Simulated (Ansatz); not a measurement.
The molecule Ba2, multiplicity 3 (an upper state: multiplicity 1 came lower at CCSD(T)/def2-TZVPP on PBE0 minima). No spin–orbit coupling. The T1 diagnostic near the minimum is 0.050, so single-reference values are doubtful.

Seven points along R, fitted to fifth degree in 1/R; most abundant isotopes. Runs in def2 and cc sets follow the lowest solution found near the PBE0 minimum.

Correlated levels freeze the inner cores; with def2 sets outer-core shells near the valence are correlated too.

The values were computed with Ansatz (a first-principles code). Each number belongs to the level named beside it. In def2 rows elements past Kr take small-core potentials, without spin–orbit coupling.

Energies at CCSD/def2-TZVPP:

```json
[
 {"R (Å)": "3.840015", "E (hartree)": "-50.50979900"},
 {"R (Å)": "3.943241", "E (hartree)": "-50.51186690"},
 {"R (Å)": "4.038209", "E (hartree)": "-50.51315693"},
 {"R (Å)": "4.145564", "E (hartree)": "-50.51399468"},
 {"R (Å)": "4.252920", "E (hartree)": "-50.51426373"},
 {"R (Å)": "4.376791", "E (hartree)": "-50.51397616"},
 {"R (Å)": "4.521308", "E (hartree)": "-50.51298435"}
]
```

Question: With a reduced mass of 68.9526 u, find the minimum, the force constant and the constants.

Answer: A fifth-degree polynomial in 1/R puts the minimum at r_e = 4.2557 Å with force constant 18.2 N/m. Then ω_e = (1/2πc)√(k/μ) = 67 cm⁻¹ and B_e = h/(8π²cμr_e²) = 0.01350 cm⁻¹; the cubic and quartic terms give α_e = 2.0e-5 and ω_e x_e = 0.090 cm⁻¹.

Doubts at one or more of the structures used: a spin-contaminated determinant (CCSD/def2-TZVPP); T1 above 0.05 (CCSD/def2-TZVPP).
